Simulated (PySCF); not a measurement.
Match the calculated data to a structure.

All candidates are C7H12O.

| technique | computed result |
| --- | --- |
| Polarisability | 87.6 au [B3LYP/def2-SVPD] |
| Rotational structure | rotational constants A, B, C: 4.166, 1.448, 1.131 GHz [PBE0-D3(BJ)/def2-SVP] |
| UV, first state | lowest singlet excitation: 5.50 eV (225 nm, f = 0.009) [TDDFT B3LYP/def2-SVPD] |
| Valence photoelectron | vertical ionisation energy: 8.07 eV [ΔSCF B3LYP/def2-SVPD] |
| UV, strongest line | among the 10 lowest singlet transitions: S6 at 6.70 eV (185 nm, f = 0.149) [TDDFT B3LYP/def2-SVPD] |
| Dipole | 0.62 D [B3LYP/def2-SVPD] |
| NMR, other nuclei | isotropic shieldings of nuclei other than C and H, by class: 226 (1 O) ppm [GIAO CAM-B3LYP/pcSseg-1] |
| 13C NMR | chemical shifts (computed TMS as zero) by class: 167.5 (1 C), 98.1 (1 C), 54.0 (1 C), 30.6 (1 C), 25.9 (1 C), 25.3 (1 C), 25.0 (1 C) ppm [GIAO CAM-B3LYP/pcSseg-1] |

Electronic properties: PySCF, gas phase, density fitting. Levels stand in brackets. One conformer (not necessarily the lowest) at the PBE0-D3(BJ)/def2-SVP geometry, without solvent, vibrations or thermal averaging. NMR classes are plain means over equivalent atoms (diastereotopic ones count apart unless rotation or inversion swaps them), as if these changed places fast.

**Question.** Which candidate is it?
A. `COC1=CCCCC1`
B. `C=C1CC[C@@]1(C)OC`
C. `C=CC/C=C\OCC`

**Answer.** A. It is `COC1=CCCCC1`. Numbering: `[CH3:1][O:2][C:3]1=[CH:4][CH2:5][CH2:6][CH2:7][CH2:8]1`. Its formula, C7H12O, gives 2 degrees of unsaturation: 1 ring and 1 π bond in the structure found. 7 carbons fall into 7 classes; from least to most shielded: vinylic carbon bearing oxygen [C3] (167.5 ppm), alkene CH carbon [C4] (98.1 ppm), methoxy carbon [C1] (54.0 ppm), allylic carbon [C8] (30.6 ppm), allylic carbon [C5] (25.9 ppm), ring CH2 carbon [C6] (25.3 ppm), ring CH2 carbon [C7] (25.0 ppm). The other shieldings belong to: 226 ppm, ether oxygen [O2]. The first electron is taken from the HOMO, whose largest Löwdin shares are 0.33 on the alkene CH carbon, 0.23 on the vinylic carbon bearing oxygen, 0.19 on the ether oxygen and 0.08 on an allylic carbon. The optimised geometry has point group C1 and is an asymmetric top.

The others, at the same levels:
- `C=C1CC[C@@]1(C)OC` fails: its computed 13C shifts are 162.8 (1 C), 115.1 (1 C), 82.7 (1 C), 50.8 (1 C), 35.5 (1 C), 30.1 (1 C), 19.0 (1 C) ppm, rotational constant A is 2.549 GHz (against 4.166 GHz) and smallest rotational constant is 1.699 GHz (against 1.131 GHz).
- `C=CC/C=C\OCC` fails: its computed 13C shifts are 154.0 (1 C), 152.4 (1 C), 123.0 (1 C), 113.0 (1 C), 68.4 (1 C), 32.9 (1 C), 17.0 (1 C) ppm, rotational constant A is 5.570 GHz (against 4.166 GHz) and smallest rotational constant is 0.693 GHz (against 1.131 GHz).

Each candidate is one conformer, not necessarily the lowest. The conformers computed, where there is a choice (atom-mapped SMILES and torsion angles):
- `[CH2:1]=[C:2]1[CH2:3][CH2:4][C@@:5]1([CH3:6])[O:7][CH3:8]`: C4–C5–O7–C8 162°
- `[CH2:1]=[CH:2][CH2:3]/[CH:4]=[CH:5]\[O:6][CH2:7][CH3:8]`: C1–C2–C3–C4 118°, C2–C3–C4–C5 115°, C4–C5–O6–C7 -174°, C5–O6–C7–C8 -177°

The conformers of `COC1=CCCCC1` aren't listed.
